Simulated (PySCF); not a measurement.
H3O3Y, SMILES [OH][Y]([OH])[OH].

Coordinates come from a PBE-D3(BJ)/def2-SVP optimisation. The def2 effective core potentials stand for the cores of Y; spin–orbit coupling is left out. Other conformers were not sampled.

Calculation: PBE-D3(BJ)/def2-SVP in PySCF.

Frequencies are harmonic and unscaled.

Modes within 1.5 cm⁻¹ of each other (mostly degenerate sets) share a row, with their intensities summed.

Computed normal modes with their intensities:
```json
[
 {"mode": "1", "ν (cm⁻¹)": "49", "IR (km/mol)": "9.5", "moving atoms (share of kinetic energy)": "O 48 %, Y 34 %, H 18 %"},
 {"mode": "2–3", "ν (cm⁻¹)": "137", "IR (km/mol)": "0.6", "moving atoms (share of kinetic energy)": "O 73 %, H 16 %, Y 12 %"},
 {"mode": "4", "ν (cm⁻¹)": "216", "IR (km/mol)": "0.0", "moving atoms (share of kinetic energy)": "H 88 %, O 12 %"},
 {"mode": "5–6", "ν (cm⁻¹)": "300", "IR (km/mol)": "504.6", "moving atoms (share of kinetic energy)": "H 83 %, O 16 %"},
 {"mode": "7–8", "ν (cm⁻¹)": "448", "IR (km/mol)": "0.0", "moving atoms (share of kinetic energy)": "H 88 %, O 12 %"},
 {"mode": "9", "ν (cm⁻¹)": "463", "IR (km/mol)": "497.3", "moving atoms (share of kinetic energy)": "H 80 %, O 18 %"},
 {"mode": "10", "ν (cm⁻¹)": "613", "IR (km/mol)": "0.0", "moving atoms (share of kinetic energy)": "O 94 %"},
 {"mode": "11–12", "ν (cm⁻¹)": "627", "IR (km/mol)": "385.8", "moving atoms (share of kinetic energy)": "O 71 %, Y 24 %"},
 {"mode": "13–15", "ν (cm⁻¹)": "3861", "IR (km/mol)": "302.0", "moving atoms (share of kinetic energy)": "H 94 %"}
]
```
